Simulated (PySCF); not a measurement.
C4H7NSi.
SMILES with atom numbers: `[CH3:1][C:2]#[C:3]/[CH:4]=[N:5]\[SiH3:6]` (hydrogens: H7, H8, H9 on C1; H10 on C4; H11, H12, H13 on Si6)

Computed by this run: PBE0-D3(BJ)/def2-SVP geometry optimisation, gas phase in PySCF 2.14.0; density fitting, grid level 1; the optimiser is geomeTRIC in internal coordinates, started from a GFN2-xTB structure with every atom displaced at random (about 0.01 Å).

Step 0: E = -13610.5215 eV
```
atom  x, y, z in Å  |  force x, y, z in eV/Å
C1      2.7973   -0.4485   -0.0019   -1.512   1.503   0.125
C2      1.4956    0.2106   -0.2200    0.299  -0.140   0.001
C3      0.4242    0.7612   -0.4151    2.771  -1.366   0.506
C4     -0.7845    1.3700   -0.6133   -3.642   0.063   0.204
N5     -1.9436    0.8879   -0.3039    1.391   1.312  -0.668
Si6    -2.4825   -0.5524    0.4403   -0.249   0.283  -0.109
H7      2.6690   -1.5078   -0.0073    0.061  -1.191   0.037
H8      3.1999   -0.1095    0.9514    0.201  -0.066   0.416
H9      3.4763   -0.1292   -0.7713    0.671   0.064  -0.677
H10    -0.7869    2.3508   -1.0752    0.199   0.709  -0.363
H11    -3.3566   -1.1403   -0.5699   -0.517  -0.429  -0.285
H12    -3.2136   -0.0788    1.6150   -0.421  -0.013   0.507
H13    -1.5022   -1.5331    0.8542    0.746  -0.729   0.306
```

Step 1: E = -13610.7714 eV
```
atom  x, y, z in Å  |  force x, y, z in eV/Å
C1      2.8405   -0.4198   -0.0281    0.036  -0.137  -0.102
C2      1.5462    0.1961   -0.2460    0.121  -0.146   0.147
C3      0.4457    0.6905   -0.3816   -0.614   0.246  -0.321
C4     -0.8226    1.3554   -0.6195    0.608   0.060   0.378
N5     -1.9777    0.9814   -0.2640   -0.296  -0.227  -0.142
Si6    -2.5572   -0.5014    0.4570    0.066  -0.153   0.061
H7      2.7718   -1.5241   -0.0820    0.020   0.230  -0.002
H8      3.2255   -0.1539    0.9687    0.014  -0.011   0.015
H9      3.5745   -0.0752   -0.7765   -0.046  -0.062   0.060
H10    -0.7202    2.3373   -1.1209    0.039  -0.018  -0.069
H11    -3.4086   -1.1908   -0.5635    0.061   0.074   0.014
H12    -3.4229   -0.1420    1.6180    0.041   0.043  -0.005
H13    -1.5025   -1.4725    0.9214   -0.051   0.101  -0.033
```

Step 2: E = -13610.7798 eV
```
atom  x, y, z in Å  |  force x, y, z in eV/Å
C1      2.7495   -0.4589   -0.0190   -0.012  -0.026  -0.031
C2      1.4780    0.1993   -0.2488   -0.043  -0.029   0.104
C3      0.3962    0.7344   -0.3991    0.162   0.347  -0.251
C4     -0.8421    1.4358   -0.6292    0.304  -0.496   0.271
N5     -1.9827    0.9946   -0.2953   -0.348   0.283  -0.144
Si6    -2.4493   -0.5092    0.4576    0.009  -0.086   0.027
H7      2.6497   -1.5523   -0.1056    0.010   0.012   0.001
H8      3.1214   -0.2338    0.9931   -0.002  -0.004   0.000
H9      3.5103   -0.1223   -0.7403   -0.006  -0.006   0.000
H10    -0.7419    2.4204   -1.1272   -0.068  -0.042   0.025
H11    -3.2146   -1.2852   -0.5627   -0.004   0.008  -0.005
H12    -3.3578   -0.1783    1.5930    0.012   0.016   0.005
H13    -1.3245   -1.3633    0.9666   -0.015   0.022  -0.002
```

Problem. Estimate the geometry and energy of step 3. (The exact step hangs on the optimiser's Hessian estimate; all steps are aligned on step 2, rigid shifts and turns removed.)

Solution. E = -13610.7879 eV, largest force 0.298 eV/Å
```
atom  x, y, z in Å  |  force x, y, z in eV/Å
C1      2.7942   -0.4467   -0.0421   -0.020   0.098   0.007
C2      1.5116    0.1967   -0.2518   -0.140   0.041   0.064
C3      0.4213    0.7201   -0.3926    0.180  -0.131   0.135
C4     -0.8311    1.3902   -0.5873   -0.136   0.038  -0.263
N5     -2.0000    0.9750   -0.3080    0.173   0.157   0.057
Si6    -2.5077   -0.5050    0.4635   -0.016  -0.035  -0.005
H7      2.7117   -1.5343   -0.1571   -0.016  -0.145  -0.006
H8      3.1669   -0.2435    0.9747   -0.016   0.006  -0.008
H9      3.5476   -0.0839   -0.7555    0.033   0.036  -0.038
H10    -0.7264    2.3756   -1.0814   -0.026   0.051   0.026
H11    -3.2266   -1.2985   -0.5727   -0.048  -0.052  -0.010
H12    -3.4584   -0.1257    1.5470   -0.012  -0.019   0.016
H13    -1.4106   -1.3389    1.0466    0.043  -0.044   0.026
```

The energy changes by -0.0081 eV. The first-order estimate −F·Δx gives -0.0378 eV and the mean of the old and new forces, exact on a quadratic surface, -0.0079 eV. The step makes an angle of 80° with the force vector and moves no atom by more than 0.122 Å.

Hardware: an Arm Neoverse V1 with one thread, on a shared host.
